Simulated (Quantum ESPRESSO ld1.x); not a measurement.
Species: the ytterbium ion Yb2+. Configuration: [Kr] 4d10 4f14 5s2 5p5.75 6p0.25 (fractional occupations, a model configuration). Method: Dirac Kohn-Sham, LDA (Slater exchange, Perdew-Zunger correlation), spin-unpolarised, spherical densities, point nucleus; open shells are shared between the two j in proportion to 2j + 1; computed with ld1.x of Quantum ESPRESSO 7.5.

Spin-orbit splittings of the eigenvalues, e(l+1/2) - e(l-1/2), with zeta = 2 splitting/(2l+1) and mean radii in bohr:

[
 {"shell": "2p", "occ.": "6", "splitting (eV)": "1046", "zeta (eV)": "697.3", "<r> j=l-1/2": "0.06874", "<r> j=l+1/2": "0.07624"},
 {"shell": "3p", "occ.": "6", "splitting (eV)": "221.9", "zeta (eV)": "148.0", "<r> j=l-1/2": "0.2062", "<r> j=l+1/2": "0.2203"},
 {"shell": "3d", "occ.": "10", "splitting (eV)": "48.53", "zeta (eV)": "19.41", "<r> j=l-1/2": "0.1936", "<r> j=l+1/2": "0.1979"},
 {"shell": "4p", "occ.": "6", "splitting (eV)": "50.43", "zeta (eV)": "33.62", "<r> j=l-1/2": "0.4958", "<r> j=l+1/2": "0.5285"},
 {"shell": "4d", "occ.": "10", "splitting (eV)": "9.176", "zeta (eV)": "3.670", "<r> j=l-1/2": "0.5539", "<r> j=l+1/2": "0.5655"},
 {"shell": "4f", "occ.": "14", "splitting (eV)": "1.325", "zeta (eV)": "0.3786", "<r> j=l-1/2": "0.7649", "<r> j=l+1/2": "0.7844"},
 {"shell": "5p", "occ.": "5.75", "splitting (eV)": "6.270", "zeta (eV)": "4.180", "<r> j=l-1/2": "1.356", "<r> j=l+1/2": "1.468"},
 {"shell": "6p", "occ.": "0.25", "splitting (eV)": "0.7429", "zeta (eV)": "0.4952", "<r> j=l-1/2": "3.843", "<r> j=l+1/2": "4.078"}
]
